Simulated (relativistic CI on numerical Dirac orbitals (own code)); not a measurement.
# d4 in a ligand field

Computed with a parametric ligand-field model of a d^n configuration (Racah B and C, spin-orbit zeta, crystal field), exact diagonalisation.

Field parameters in Wybourne normalisation: D4h B²₀ = −7Ds, B⁴₀ = 21(Dq − Dt), B⁴₄ = 21√(5/14) Dq; Oh B⁴₀ = 21Dq, B⁴₄ = √(5/14) B⁴₀; Td as Oh with Dq negative (B⁴₀ = 21Dq, B⁴₄ = √(5/14) B⁴₀). The field is a parameter set, without covalency.

Problem. A d4 ion in Oh symmetry has the ground term 3T1 and bands at 5E 2117 cm⁻¹, 1T2 11748 cm⁻¹ (851 nm), 1E 13227 cm⁻¹ (756 nm), 3E 23603 cm⁻¹ (424 nm), 3T1 24647 cm⁻¹ (406 nm), 3T2 25718 cm⁻¹ (389 nm), 3A1 27607 cm⁻¹ (362 nm). Which parameters reproduce them?

Solution. B = 1010, C = 4100, ζ = 0 cm⁻¹, Oh, 10Dq = 27100 cm⁻¹.

Problem. Ground term and bands for B = 650, C = 2900, ζ = 0 cm⁻¹, Oh, 10Dq = 10800 cm⁻¹?

Solution. Ground term 5E with 1.00 electrons in the two orbitals of the cubic e set. Spin-allowed: 5T2 10800 cm⁻¹ (926 nm). Lowest spin-forbidden: 3T1 6141 cm⁻¹ (1628 nm), 1T2 13948 cm⁻¹ (717 nm), 1E 14739 cm⁻¹ (678 nm).

Problem. Ground term and bands for B = 820, C = 2990, ζ = 0 cm⁻¹, D4h, 10Dq = 35100, Ds = -1500, Dt = 50 cm⁻¹?

Solution. Ground term 3A2 with 0.02 electrons in the two orbitals of the cubic e set. Spin-allowed: 3E 4634 cm⁻¹ (2158 nm), 3A1 32601 cm⁻¹ (307 nm), 3E 33624 cm⁻¹ (297 nm), 3B2 34859 cm⁻¹ (287 nm). Lowest spin-forbidden: 1B2 9392 cm⁻¹ (1065 nm), 1B1 10449 cm⁻¹ (957 nm), 1E 13779 cm⁻¹ (726 nm).

Problem. A d4 ion in Oh symmetry has the ground term 3T1 and bands at 5E 3126 cm⁻¹ (3199 nm), 1T2 11721 cm⁻¹ (853 nm), 1E 13227 cm⁻¹ (756 nm), 3E 24506 cm⁻¹ (408 nm), 3T1 25530 cm⁻¹ (392 nm), 3T2 26612 cm⁻¹ (376 nm), 3A1 28546 cm⁻¹ (350 nm). Which parameters reproduce them?

Solution. B = 1020, C = 4060, ζ = 0 cm⁻¹, Oh, 10Dq = 28000 cm⁻¹.

Problem. Ground term and bands for B = 990, C = 5030, ζ = 0 cm⁻¹, Td, 10Dq = -3100 cm⁻¹?

Solution. Ground term 5T2 with 2.00 electrons in the two orbitals of the cubic e set. Spin-allowed: 5E 3100 cm⁻¹ (3226 nm). Lowest spin-forbidden: 3T1 22814 cm⁻¹ (438 nm), 3T2 23938 cm⁻¹ (418 nm), 3T1 25253 cm⁻¹ (396 nm).
